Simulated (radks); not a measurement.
All-electron atom: Tb3+ in [Xe] 4f8 (the NIST ground configuration).

All-electron calculation, scalar-relativistic Kohn-Sham, MS2 meta-GGA, spin-polarised, spherical densities, finite nucleus; open shells are filled with parallel spins first (spin-orbit coupling, left out, can overturn this in heavy ions); meta-GGA in the generalised Kohn-Sham scheme; Fermi nuclear charge, rms radius 5.06 fm. Program: a radial shooting solver on a logarithmic mesh with Libxc functionals.

Energy parts (eV):
part                      energy
total                 -318546.08
kinetic                342827.12
electron-nucleus      -776520.73
Hartree                122071.93
exchange-correlation    -6924.40

Orbitals (lengths in bohr, moments of r in powers of bohr; r(max) is where P^2 peaks):
orbital  occ.  eigenvalue (eV)      <r^2>   r(max)      <r>
1s up       1        -51926.73  0.0006312  0.01364  0.02150
1s down     1        -51926.73  0.0006312  0.01364  0.02150
2s up       1        -8642.397   0.009876  0.07742  0.09144
2s down     1        -8642.316   0.009876  0.07742  0.09144
2p up       3        -7677.256   0.007988  0.06282  0.08089
2p down     3        -7677.189   0.007988  0.06282  0.08089
3s up       1        -1948.331    0.06532   0.2194   0.2391
3s down     1        -1946.698    0.06519   0.2193   0.2389
3p up       3        -1649.453    0.06567   0.2157   0.2381
3p down     3        -1647.541    0.06552   0.2155   0.2378
3d up       5        -1261.369    0.05519   0.1767   0.2168
3d down     5        -1259.554    0.05503   0.1766   0.2165
4s up       1        -416.0384     0.3295   0.5047   0.5405
4s down     1        -411.0852     0.3296   0.5046   0.5406
4p up       3        -317.3729     0.3722   0.5269   0.5723
4p down     3        -312.2101     0.3724   0.5266   0.5724
4d up       5        -182.1450     0.4471   0.5464   0.6210
4d down     5        -176.5354     0.4492   0.5460   0.6222
4f up       7         -36.0155     0.8580   0.5494   0.8171
4f down     1         -30.4784     0.9551   0.5516   0.8527
5s up       1         -77.6497      1.875    1.166    1.293
5s down     1         -75.4947      1.950    1.183    1.319
5p up       3         -53.6113      2.513    1.316    1.492
5p down     3         -52.0652      2.597    1.337    1.518
5d up       0         -25.0419      5.077    1.751    2.102
5d down     0         -23.7896      5.391    1.760    2.163
6s up       0         -22.6467      10.34    2.817    3.048
6s down     0         -21.6478      11.14    2.925    3.168

The highest occupied level is 4f down at -30.478 eV. The spin density at the nucleus is 7.45 e/bohr^3 (1s 0.04, 2s -1.14, 3s -21.14, 4s 6.68, 5s 23.02). The electron density at the nucleus is 7.201e+05 e/bohr^3 (large components only).
